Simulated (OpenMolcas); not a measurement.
InN2H4 (SMILES [NH2][In][NH2]): the vertical energy of the quartet above the doublet from total energies

InN2H4 has 7 atoms, charge 0, and is taken as a doublet. As SMILES, `[NH2][In][NH2]`. Geometry: a GFN2-xTB relaxation, a rough one for these elements and not checked as a minimum. This is one conformer, not always the lowest.

```xyz
7

N    -1.5891    0.5452   -0.4622
In   -0.3604   -0.4380    1.0535
N     1.6668   -0.4538    0.2388
H    -2.5948    0.4805   -0.3288
H    -1.3995    0.0713   -1.3427
H     2.4042   -0.7045    0.8927
H     1.8729    0.4992   -0.0513
```

Both states at this one shape; open shells run unrestricted unless said. 1 Eh = 27.2114 eV.

```tsv
level	program	doublet InN2H4 (Eh)	quartet InN2H4 (Eh)
USPW92/ANO-RCC-VDZP (DKH2)	OpenMolcas	-5984.990337	-5984.841760
ROCCSD(T)/LANL2DZ (core potential), 2 core orbitals frozen	OpenMolcas	-113.259110	-113.115301
```

Question: Work out the vertical gap, second state less first, at each level.

Answer: 
1. USPW92/ANO-RCC-VDZP (DKH2): -5984.841760 − (-5984.990337) = 0.148577 Eh = 4.04 eV.
2. ROCCSD(T)/LANL2DZ (core potential): -113.115301 − (-113.259110) = 0.143809 Eh = 3.91 eV.

No measured value is set beside it here; the levels span 3.91 to 4.04 eV. Spin-orbit coupling, which splits open shells on such heavy atoms by tenths of an eV, is left out.
